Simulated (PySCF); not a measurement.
C4H10N2, SMILES C=C[C@@H](N)CN. Atoms are numbered in the order given.

```xyz
16

C      2.2249     0.3621    -1.0228
C      1.0658     0.5445    -0.3840
C      0.1852    -0.5522     0.1622
N      0.0621    -0.5077     1.6242
C     -1.2282    -0.5378    -0.4636
N     -2.0812     0.5921    -0.1337
H      2.6156    -0.6435    -1.2141
H      2.8274     1.2021    -1.3796
H      0.7112     1.5696    -0.2055
H      0.6416    -1.5220    -0.1032
H     -0.3238     0.3978     1.8997
H      0.9891    -0.5464     2.0488
H     -1.7419    -1.4569    -0.1375
H     -1.1249    -0.5956    -1.5602
H     -1.6600     1.4817    -0.3968
H     -2.2871     0.6236     0.8636
```
Charge 0, spin multiplicity 1.

Geometry: B3LYP-D3(BJ)/def2-SVP. The values are those of a single conformer.

All values below come from PBE/pcSseg-1 run with PySCF.

GIAO shieldings, no solvent; atoms listed in one row are averaged. δ = σ(ref) − σ: ¹³C against TMS (σ = 182.0 ppm); ¹⁵N against NH3 (σ = 267.0 ppm); ¹H against TMS (σ = 31.49 ppm), references at their B3LYP-D3(BJ)/def2-TZVP geometries, non-relativistic.

```
nucleus  atoms  count  δ (ppm)
-------  -----  -----  -------
¹³C         C2      1    151.2
¹³C         C1      1    118.9
¹³C         C3      1     65.0
¹³C         C5      1     56.1
¹⁵N         N4      1     59.0
¹⁵N         N6      1     21.3
¹H          H9      1     6.34
¹H          H7      1     5.49
¹H          H8      1     5.41
¹H         H13      1     3.35
¹H         H14      1     3.18
¹H         H10      1     2.90
¹H         H11      1     1.08
¹H         H16      1     0.78
¹H         H12      1     0.72
¹H         H15      1     0.17
```
